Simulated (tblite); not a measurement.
C₄H₁₂GeSSi₂.
Numbering: `[CH3:1][S:2][Si@@H:3]([C:4]#[C:5][GeH3:6])[CH2:7][SiH3:8]` (hydrogens: H9, H10, H11 on C1; H12 on Si3; H13, H14, H15 on Ge6; H16, H17 on C7; H18, H19, H20 on Si8)

Computed with GFN2-xTB (tblite), gas phase: L-BFGS steps from a force-field or distance-geometry start until the largest atomic force falls under 0.01 eV/Å.

The end geometry, which sets the zero of energy:
```
atom  x, y, z in Å
C1     -0.9926    2.5858   -1.2635
S2      0.7571    2.1849   -0.9801
Si3     0.5816    1.0500    0.8480
C4     -0.7628   -0.1962    0.5819
C5     -1.6411   -0.9893    0.3212
Ge6    -2.9857   -2.2624   -0.0679
C7      2.2407    0.2008    1.1641
Si8     2.7473   -1.1165   -0.1174
H9     -1.3653    3.2012   -0.4505
H10    -1.0403    3.1351   -2.1978
H11    -1.5670    1.6670   -1.3368
H12     0.1534    1.9679    1.9117
H13    -4.1741   -1.5573   -0.6309
H14    -2.4540   -3.2385   -1.0612
H15    -3.3633   -2.9636    1.1923
H16     2.1960   -0.2580    2.1510
H17     3.0181    0.9627    1.2124
H18     1.7321   -2.1724   -0.1399
H19     2.8811   -0.5056   -1.4374
H20     4.0337   -1.6848    0.2977
```

Task: These geometries come from the run, each turned onto the end geometry. Order them by energy, lowest first.
A.
```
atom  x, y, z in Å
C1     -0.7184    3.0324   -1.2716
S2      0.7243    1.9216   -1.2298
Si3     0.3985    0.8774    0.6310
C4     -0.8913   -0.4378    0.4052
C5     -1.7501   -1.2782    0.2484
Ge6    -3.0960   -2.6061    0.1258
C7      2.0562    0.1298    1.1522
Si8     2.8569   -1.0122   -0.1510
H9     -0.6592    3.7642   -0.4689
H10    -0.6781    3.5437   -2.2275
H11    -1.6425    2.4634   -1.1986
H12    -0.1476    1.8666    1.5657
H13    -4.3564   -1.9845   -0.3775
H14    -2.6641   -3.6923   -0.7948
H15    -3.3034   -3.1577    1.4960
H16     1.9024   -0.4233    2.0801
H17     2.7609    0.9301    1.3858
H18     1.9703   -2.1642   -0.3703
H19     3.0993   -0.2657   -1.3846
H20     4.1334   -1.4965    0.3812
```
B.
```
atom  x, y, z in Å
C1     -0.8455    2.9281   -1.2701
S2      0.7726    2.1112   -1.1204
Si3     0.4737    0.9893    0.6989
C4     -0.8224   -0.3077    0.4264
C5     -1.6479   -1.1801    0.2631
Ge6    -2.9601   -2.5298    0.0757
C7      2.1208    0.1720    1.1366
Si8     2.7470   -1.0964   -0.1386
H9     -0.9678    3.6476   -0.4673
H10    -0.8586    3.4440   -2.2240
H11    -1.6340    2.1844   -1.2432
H12    -0.0343    1.9194    1.7147
H13    -4.2159   -1.9143   -0.4378
H14    -2.4883   -3.5804   -0.8706
H15    -3.2208   -3.1297    1.4153
H16     1.9939   -0.3204    2.0982
H17     2.8766    0.9414    1.2830
H18     1.6470   -2.0082   -0.4598
H19     3.2051   -0.4134   -1.3467
H20     3.8537   -1.8461    0.4632
```
C.
```
atom  x, y, z in Å
C1     -0.4788    3.1407   -1.2505
S2      0.5661    1.6674   -1.4380
Si3     0.2687    0.7386    0.4910
C4     -1.0376   -0.5688    0.3636
C5     -1.9122   -1.4051    0.2936
Ge6    -3.2856   -2.7076    0.2212
C7      1.9154    0.0412    1.1103
Si8     3.0209   -0.8561   -0.1627
H9     -0.1096    3.7454   -0.4282
H10    -0.4066    3.6981   -2.1778
H11    -1.5065    2.8406   -1.0766
H12    -0.2526    1.8085    1.3482
H13    -4.5370   -2.0626   -0.2700
H14    -2.8737   -3.8059   -0.6954
H15    -3.5084   -3.2362    1.5980
H16     1.7068   -0.6420    1.9339
H17     2.4890    0.8675    1.5334
H18     2.5907   -2.2546   -0.2449
H19     2.9422   -0.2286   -1.4785
H20     4.4037   -0.7698    0.3263
```
D.
```
atom  x, y, z in Å
C1     -0.9646    2.6637   -1.2723
S2      0.7655    2.1583   -1.0317
Si3     0.5606    1.0471    0.8078
C4     -0.7937   -0.1946    0.5705
C5     -1.6549   -1.0172    0.3456
Ge6    -2.9727   -2.3241   -0.0259
C7      2.2021    0.1783    1.1610
Si8     2.7473   -1.1183   -0.1259
H9     -1.2861    3.2936   -0.4483
H10    -1.0001    3.2269   -2.1986
H11    -1.5927    1.7801   -1.3412
H12     0.1437    1.9929    1.8496
H13    -4.1728   -1.6405   -0.5916
H14    -2.4235   -3.2921   -1.0167
H15    -3.3416   -3.0309    1.2361
H16     2.1166   -0.2994    2.1361
H17     2.9827    0.9327    1.2548
H18     1.7214   -2.1616   -0.2116
H19     2.9438   -0.4775   -1.4247
H20     4.0137   -1.7065    0.3238
```
E.
```
atom  x, y, z in Å
C1     -0.9519    2.7419   -1.2673
S2      0.7491    2.1189   -1.1136
Si3     0.5532    1.0641    0.7580
C4     -0.7993   -0.1846    0.5465
C5     -1.6377   -1.0301    0.3241
Ge6    -2.9223   -2.3826    0.0050
C7      2.1640    0.1612    1.1599
Si8     2.7165   -1.1278   -0.1311
H9     -1.1967    3.3676   -0.4140
H10    -0.9937    3.3244   -2.1816
H11    -1.6373    1.9022   -1.3308
H12     0.1341    2.0465    1.7652
H13    -4.1563   -1.7550   -0.5506
H14    -2.3678   -3.3615   -0.9729
H15    -3.2375   -3.0585    1.2962
H16     2.0252   -0.3344    2.1203
H17     2.9625    0.8882    1.3011
H18     1.6403   -2.1004   -0.3343
H19     3.0525   -0.4536   -1.3823
H20     3.8981   -1.8158    0.3991
```

Result: D (0.002 eV), E (0.007 eV), B (0.026 eV), A (0.045 eV), C (0.107 eV).

In the order of the answer:

```csv
step,E above end (eV),largest force (eV/Å),rms force component (eV/Å),rms distance from end (Å),rms bond change (Å),bond most changed (Å)
140,0.002,0.03,0.011,0.074,0.001,Ge6–H15 +0.002
118,0.007,0.04,0.011,0.170,0.001,S2–Si3 -0.002
71,0.026,0.05,0.022,0.322,0.001,Ge6–H13 -0.002
58,0.045,0.11,0.040,0.457,0.002,Si8–H18 +0.005
30,0.107,0.07,0.023,0.747,0.002,C7–Si8 +0.004
```

The cost below is that of the whole relaxation. On one thread of an Arm Neoverse V1, no GPU, shared host with 32 logical CPUs at a one-minute load of 8.3, this took 2.0 s of wall time.
